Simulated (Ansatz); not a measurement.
Geometry optimisation of GaH₄O₂Si, SMILES `[OH][Ga][O][SiH3]` radical.

```yaml
crystal:
  periodic: [false, false, false]
  atoms:
    - {symbol: O, position_ang: [-1.538640, 0.509570, 2.618260]}
    - {symbol: Ga, position_ang: [-1.665750, -0.144930, 0.948230]}
    - {symbol: O, position_ang: [-0.138360, -0.122580, -0.066230]}
    - {symbol: Si, position_ang: [0.810790, -0.255590, -1.374640]}
    - {symbol: H, position_ang: [-0.731870, 0.875620, 2.981220]}
    - {symbol: H, position_ang: [0.494810, 0.824520, -2.312840]}
    - {symbol: H, position_ang: [2.151290, -0.120540, -0.791620]}
    - {symbol: H, position_ang: [0.617730, -1.566070, -2.002380]}
basis:
  gaussian: {orbitals: def2-TZVP}
magnetization: {spin_polarized: true, initial_magnetization: 1}
hamiltonian: {xc: pbe0, dispersion: d4}
relax: {f_tol: 0.005, max_steps: 150}
```

```sh
$ ansatz run in.yaml --threads 2 --pin off --events-out ev --progress --plain --max-ram 32768MiB --backend cuda --devices 0, --max-vram 18GiB
```

Output, abridged:

```
Functional definition: PBE0
mean field -64403.69514199 eV, -2366.7921420757 hartree, gradient 5.6e-5 eV, S^2 0.752842; 0 other end points of the search recorded, 0 dependent functions left out
relax step   1: F+E_penalty+E_count = -64403.82605444 eV  Δ(F+E_penalty+E_count) = +0.000e0 eV  max|allowed force component| = 1.172e0 eV/Å  Δτ_max = 0.0000 Å  (32 SCF iters, accepted)
mean field -64403.80211484 eV, -2366.7960732554 hartree, gradient 1.8e-5 eV, S^2 0.752664; 0 other end points of the search recorded, 0 dependent functions left out
relax step   2: F+E_penalty+E_count = -64403.93306050 eV  Δ(F+E_penalty+E_count) = -1.070e-1 eV  max|allowed force component| = 5.246e-1 eV/Å  Δτ_max = 0.0916 Å  (36 SCF iters, accepted)
mean field -64403.82582574 eV, -2366.7969446149 hartree, gradient 1.9e-5 eV, S^2 0.752767; 0 other end points of the search recorded, 0 dependent functions left out
relax step   3: F+E_penalty+E_count = -64403.95612664 eV  Δ(F+E_penalty+E_count) = -2.307e-2 eV  max|allowed force component| = 3.810e-1 eV/Å  Δτ_max = 0.1222 Å  (34 SCF iters, accepted)
mean field -64403.85193675 eV, -2366.7979041770 hartree, gradient 2.1e-5 eV, S^2 0.752750; 0 other end points of the search recorded, 0 dependent functions left out
relax step   4: F+E_penalty+E_count = -64403.98369232 eV  Δ(F+E_penalty+E_count) = -2.757e-2 eV  max|allowed force component| = 3.108e-1 eV/Å  Δτ_max = 0.1153 Å  (33 SCF iters, accepted)
mean field -64403.85159558 eV, -2366.7978916391 hartree, gradient 2.7e-5 eV, S^2 0.752777; 0 other end points of the search recorded, 0 dependent functions left out
relax step   5: F+E_penalty+E_count = -64403.98352791 eV  Δ(F+E_penalty+E_count) = +1.644e-4 eV  max|allowed force component| = 9.467e-2 eV/Å  Δτ_max = 0.0694 Å  (34 SCF iters, rejected (line search))
mean field -64403.85530556 eV, -2366.7980279783 hartree, gradient 1.2e-5 eV, S^2 0.752753; 0 other end points of the search recorded, 0 dependent functions left out
relax step   6: F+E_penalty+E_count = -64403.98724680 eV  Δ(F+E_penalty+E_count) = -3.554e-3 eV  max|allowed force component| = 4.831e-2 eV/Å  Δτ_max = 0.0337 Å  (35 SCF iters, accepted)
mean field -64403.85609936 eV, -2366.7980571500 hartree, gradient 1.1e-5 eV, S^2 0.752756; 0 other end points of the search recorded, 0 dependent functions left out
relax step   7: F+E_penalty+E_count = -64403.98817952 eV  Δ(F+E_penalty+E_count) = -9.327e-4 eV  max|allowed force component| = 6.753e-3 eV/Å  Δτ_max = 0.0346 Å  (33 SCF iters, accepted)
mean field -64403.85627075 eV, -2366.7980634485 hartree, gradient 1.0e-5 eV, S^2 0.752758; 0 other end points of the search recorded, 0 dependent functions left out
relax step   8: F+E_penalty+E_count = -64403.98834739 eV  Δ(F+E_penalty+E_count) = -1.679e-4 eV  max|allowed force component| = 2.496e-3 eV/Å  Δτ_max = 0.0157 Å  (36 SCF iters, accepted)
mean field -64403.85633346 eV, -2366.7980657531 hartree, gradient 1.1e-5 eV, S^2 0.752762; 0 other end points of the search recorded, 0 dependent functions left out
relax step   9: F+E_penalty+E_count = -64403.98839739 eV  Δ(F+E_penalty+E_count) = -5.000e-5 eV  max|allowed force component| = 9.242e-3 eV/Å  Δτ_max = 0.0160 Å  (34 SCF iters, accepted)
mean field -64403.85630471 eV, -2366.7980646965 hartree, gradient 9.6e-6 eV, S^2 0.752760; 0 other end points of the search recorded, 0 dependent functions left out
relax step  10: F+E_penalty+E_count = -64403.98839967 eV  Δ(F+E_penalty+E_count) = -2.281e-6 eV  max|allowed force component| = 1.241e-2 eV/Å  Δτ_max = 0.0088 Å  (36 SCF iters, accepted)
mean field -64403.85635958 eV, -2366.7980667129 hartree, gradient 9.4e-6 eV, S^2 0.752759; 0 other end points of the search recorded, 0 dependent functions left out
relax step  11: F+E_penalty+E_count = -64403.98843754 eV  Δ(F+E_penalty+E_count) = -3.787e-5 eV  max|allowed force component| = 8.710e-3 eV/Å  Δτ_max = 0.0053 Å  (36 SCF iters, accepted)
mean field -64403.85643152 eV, -2366.7980693565 hartree, gradient 1.1e-5 eV, S^2 0.752758; 0 other end points of the search recorded, 0 dependent functions left out
relax step  12: F+E_penalty+E_count = -64403.98849118 eV  Δ(F+E_penalty+E_count) = -5.364e-5 eV  max|allowed force component| = 1.702e-2 eV/Å  Δτ_max = 0.0205 Å  (35 SCF iters, accepted)
mean field -64403.85646363 eV, -2366.7980705365 hartree, gradient 1.3e-5 eV, S^2 0.752758; 0 other end points of the search recorded, 0 dependent functions left out
relax step  13: F+E_penalty+E_count = -64403.98850100 eV  Δ(F+E_penalty+E_count) = -9.818e-6 eV  max|allowed force component| = 7.137e-2 eV/Å  Δτ_max = 0.0446 Å  (36 SCF iters, accepted)
mean field -64403.85651550 eV, -2366.7980724429 hartree, gradient 9.4e-6 eV, S^2 0.752756; 0 other end points of the search recorded, 0 dependent functions left out
relax step  14: F+E_penalty+E_count = -64403.98857188 eV  Δ(F+E_penalty+E_count) = -7.089e-5 eV  max|allowed force component| = 3.840e-2 eV/Å  Δτ_max = 0.0065 Å  (36 SCF iters, accepted)
mean field -64403.85658606 eV, -2366.7980750357 hartree, gradient 1.0e-5 eV, S^2 0.752746; 0 other end points of the search recorded, 0 dependent functions left out
relax step  15: F+E_penalty+E_count = -64403.98866129 eV  Δ(F+E_penalty+E_count) = -8.940e-5 eV  max|allowed force component| = 5.557e-3 eV/Å  Δτ_max = 0.0151 Å  (36 SCF iters, accepted)
mean field -64403.85670173 eV, -2366.7980792865 hartree, gradient 1.4e-5 eV, S^2 0.752740; 0 other end points of the search recorded, 0 dependent functions left out
relax step  16: F+E_penalty+E_count = -64403.98878122 eV  Δ(F+E_penalty+E_count) = -1.199e-4 eV  max|allowed force component| = 3.135e-2 eV/Å  Δτ_max = 0.0468 Å  (35 SCF iters, accepted)
mean field -64403.84043889 eV, -2366.7974816381 hartree, gradient 2.7e-5 eV, S^2 0.752809; 0 other end points of the search recorded, 0 dependent functions left out
relax step  17: F+E_penalty+E_count = -64403.97252899 eV  Δ(F+E_penalty+E_count) = +1.625e-2 eV  max|allowed force component| = 7.538e-1 eV/Å  Δτ_max = 0.1951 Å  (38 SCF iters, rejected (line search))
mean field -64403.85674481 eV, -2366.7980808697 hartree, gradient 1.0e-5 eV, S^2 0.752739; 0 other end points of the search recorded, 0 dependent functions left out
relax step  18: F+E_penalty+E_count = -64403.98881351 eV  Δ(F+E_penalty+E_count) = -3.229e-5 eV  max|allowed force component| = 5.011e-3 eV/Å  Δτ_max = 0.0164 Å  (36 SCF iters, accepted)
mean field -64403.85685699 eV, -2366.7980849924 hartree, gradient 1.6e-5 eV, S^2 0.752735; 0 other end points of the search recorded, 0 dependent functions left out
relax step  19: F+E_penalty+E_count = -64403.98893108 eV  Δ(F+E_penalty+E_count) = -1.176e-4 eV  max|allowed force component| = 1.429e-2 eV/Å  Δτ_max = 0.0306 Å  (36 SCF iters, accepted)
mean field -64403.85661125 eV, -2366.7980759615 hartree, gradient 1.2e-5 eV, S^2 0.752746; 0 other end points of the search recorded, 0 dependent functions left out
relax step  20: F+E_penalty+E_count = -64403.98868469 eV  Δ(F+E_penalty+E_count) = +2.464e-4 eV  max|allowed force component| = 1.239e-1 eV/Å  Δτ_max = 0.0755 Å  (35 SCF iters, rejected (line search))
mean field -64403.85562766 eV, -2366.7980398154 hartree, gradient 9.8e-6 eV, S^2 0.752725; 0 other end points of the search recorded, 0 dependent functions left out
relax step  21: F+E_penalty+E_count = -64403.98766475 eV  Δ(F+E_penalty+E_count) = +1.266e-3 eV  max|allowed force component| = 1.808e-1 eV/Å  Δτ_max = 0.0099 Å  (37 SCF iters, rejected (line search))
mean field -64403.85687824 eV, -2366.7980857732 hartree, gradient 2.0e-5 eV, S^2 0.752733; 0 other end points of the search recorded, 0 dependent functions left out
relax step  22: F+E_penalty+E_count = -64403.98895537 eV  Δ(F+E_penalty+E_count) = -2.429e-5 eV  max|allowed force component| = 2.775e-3 eV/Å  Δτ_max = 0.0049 Å  (28 SCF iters, accepted)
mean field -64403.85697625 eV, -2366.7980893749 hartree, gradient 1.5e-5 eV, S^2 0.752734; 0 other end points of the search recorded, 0 dependent functions left out
relax step  23: F+E_penalty+E_count = -64403.98905658 eV  Δ(F+E_penalty+E_count) = -1.012e-4 eV  max|allowed force component| = 4.048e-2 eV/Å  Δτ_max = 0.0531 Å  (36 SCF iters, accepted)
mean field -64403.85704372 eV, -2366.7980918543 hartree, gradient 1.1e-5 eV, S^2 0.752731; 0 other end points of the search recorded, 0 dependent functions left out
relax step  24: F+E_penalty+E_count = -64403.98912620 eV  Δ(F+E_penalty+E_count) = -6.961e-5 eV  max|allowed force component| = 3.131e-2 eV/Å  Δτ_max = 0.0197 Å  (35 SCF iters, accepted)
mean field -64403.85714771 eV, -2366.7980956759 hartree, gradient 1.3e-5 eV, S^2 0.752726; 0 other end points of the search recorded, 0 dependent functions left out
relax step  25: F+E_penalty+E_count = -64403.98923032 eV  Δ(F+E_penalty+E_count) = -1.041e-4 eV  max|allowed force component| = 2.159e-2 eV/Å  Δτ_max = 0.0270 Å  (35 SCF iters, accepted)
mean field -64403.85725341 eV, -2366.7980995603 hartree, gradient 2.6e-5 eV, S^2 0.752723; 0 other end points of the search recorded, 0 dependent functions left out
relax step  26: F+E_penalty+E_count = -64403.98932775 eV  Δ(F+E_penalty+E_count) = -9.743e-5 eV  max|allowed force component| = 4.520e-2 eV/Å  Δτ_max = 0.0459 Å  (35 SCF iters, accepted)
mean field -64403.85731423 eV, -2366.7981017957 hartree, gradient 2.7e-5 eV, S^2 0.752721; 0 other end points of the search recorded, 0 dependent functions left out
relax step  27: F+E_penalty+E_count = -64403.98938641 eV  Δ(F+E_penalty+E_count) = -5.866e-5 eV  max|allowed force component| = 2.597e-2 eV/Å  Δτ_max = 0.0140 Å  (35 SCF iters, accepted)
mean field -64403.85740021 eV, -2366.7981049551 hartree, gradient 1.5e-5 eV, S^2 0.752718; 0 other end points of the search recorded, 0 dependent functions left out
relax step  28: F+E_penalty+E_count = -64403.98947028 eV  Δ(F+E_penalty+E_count) = -8.387e-5 eV  max|allowed force component| = 1.705e-2 eV/Å  Δτ_max = 0.0292 Å  (36 SCF iters, accepted)
mean field -64403.85744121 eV, -2366.7981064619 hartree, gradient 2.6e-5 eV, S^2 0.752715; 0 other end points of the search recorded, 0 dependent functions left out
relax step  29: F+E_penalty+E_count = -64403.98951211 eV  Δ(F+E_penalty+E_count) = -4.183e-5 eV  max|allowed force component| = 5.037e-2 eV/Å  Δτ_max = 0.0412 Å  (35 SCF iters, accepted)
mean field -64403.85748731 eV, -2366.7981081562 hartree, gradient 2.1e-5 eV, S^2 0.752711; 0 other end points of the search recorded, 0 dependent functions left out
relax step  30: F+E_penalty+E_count = -64403.98956547 eV  Δ(F+E_penalty+E_count) = -5.336e-5 eV  max|allowed force component| = 2.215e-2 eV/Å  Δτ_max = 0.0041 Å  (29 SCF iters, accepted)
mean field -64403.85755118 eV, -2366.7981105032 hartree, gradient 2.6e-5 eV, S^2 0.752707; 0 other end points of the search recorded, 0 dependent functions left out
relax step  31: F+E_penalty+E_count = -64403.98959549 eV  Δ(F+E_penalty+E_count) = -3.002e-5 eV  max|allowed force component| = 4.317e-3 eV/Å  Δτ_max = 0.0078 Å  (34 SCF iters, accepted)
mean field -64403.85757627 eV, -2366.7981114255 hartree, gradient 2.7e-5 eV, S^2 0.752707; 0 other end points of the search recorded, 0 dependent functions left out
relax step  32: F+E_penalty+E_count = -64403.98962524 eV  Δ(F+E_penalty+E_count) = -2.975e-5 eV  max|allowed force component| = 6.066e-3 eV/Å  Δτ_max = 0.0175 Å  (35 SCF iters, accepted)
mean field -64403.85735215 eV, -2366.7981031893 hartree, gradient 2.5e-5 eV, S^2 0.752716; 0 other end points of the search recorded, 0 dependent functions left out
relax step  33: F+E_penalty+E_count = -64403.98941552 eV  Δ(F+E_penalty+E_count) = +2.097e-4 eV  max|allowed force component| = 1.084e-1 eV/Å  Δτ_max = 0.0672 Å  (35 SCF iters, rejected (line search))
mean field -64403.85712279 eV, -2366.7980947602 hartree, gradient 2.6e-5 eV, S^2 0.752692; 0 other end points of the search recorded, 0 dependent functions left out
relax step  34: F+E_penalty+E_count = -64403.98926970 eV  Δ(F+E_penalty+E_count) = +3.555e-4 eV  max|allowed force component| = 1.052e-1 eV/Å  Δτ_max = 0.0055 Å  (37 SCF iters, rejected (line search))
mean field -64403.85757287 eV, -2366.7981113004 hartree, gradient 1.6e-5 eV, S^2 0.752707; 0 other end points of the search recorded, 0 dependent functions left out
relax step  35: F+E_penalty+E_count = -64403.98963484 eV  Δ(F+E_penalty+E_count) = -9.598e-6 eV  max|allowed force component| = 2.183e-3 eV/Å  Δτ_max = 0.0026 Å  (28 SCF iters, accepted)
mean field -64403.85757287 eV, -2366.7981113004 hartree, gradient 2.0e-5 eV, S^2 0.752707; 1 other end points of the search recorded, 0 dependent functions left out
Total energy: -64403.98966834 eV, -2366.8029657193 hartree
Atom 0 at    -1.642543     0.383235     2.619629 Å, force    -0.001836    -0.001013     0.001516 eV/Å
Atom 1 at    -1.362264    -0.486496     1.075556 Å, force     0.002035    -0.000124    -0.001359 eV/Å
Atom 2 at     0.028854     0.102523     0.103641 Å, force    -0.001624     0.001045     0.002183 eV/Å
Atom 3 at     0.804089    -0.201193    -1.303175 Å, force    -0.000396    -0.001447    -0.000094 eV/Å
Atom 4 at    -0.989977     1.081250     2.742955 Å, force     0.001020     0.000947    -0.001223 eV/Å
Atom 5 at     0.584979     0.917380    -2.258846 Å, force     0.001192    -0.000280     0.000250 eV/Å
Atom 6 at     2.262122    -0.336712    -1.045966 Å, force    -0.000089     0.000522    -0.000921 eV/Å
Atom 7 at     0.314740    -1.459986    -1.933793 Å, force    -0.000302     0.000349    -0.000353 eV/Å
Dipole moment:    -0.004133    -0.062463    -0.078832 e Å
```

Hardware: 2 threads of an AMD EPYC 7R13 on a shared host and a share of an NVIDIA H100 80 GB. Wall time 95 s, peak host memory 0.89 GiB.
